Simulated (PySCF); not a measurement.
# Interval between two levels of Zr by level of theory

Zr [Kr] 4d2 5s2 [3F4, M_J = 4] → Zr [Kr] 4d1 5s2 5p1 [3F4, M_J = 4], as a difference of total energies. Computed with PySCF 2.14 in x2c-TZVPall-2c with one added diffuse shell each of s, p, d type (9s10p8d1f, 86 functions), with the two-component X2C-1e Hamiltonian. Correlated levels: [Ar] 3d10 frozen; the 6 highest virtual spinors dropped. "Screened" scales the spin-orbit matrix elements by Boettger's factors to mimic the two-electron term; Breit and QED terms are absent.

```
                    method  interval between two levels (cm⁻¹)
 GHF (screened spin-orbit)                               24405
GMP2 (screened spin-orbit)                               24998
```

The labels give the starting determinants; with spin-orbit coupling the two ends relaxed to ⟨J²⟩ = 20.31, ⟨L²⟩ = 12.15, ⟨S²⟩ = 2.08 and ⟨J²⟩ = 23.13, ⟨L²⟩ = 14.45, ⟨S²⟩ = 2.66.

The determinant of the upper state and of the lower state mixes levels of different J (the jj label is only the starting occupation), so the difference between spin-free and spin-orbit rows is not the physical spin-orbit shift.
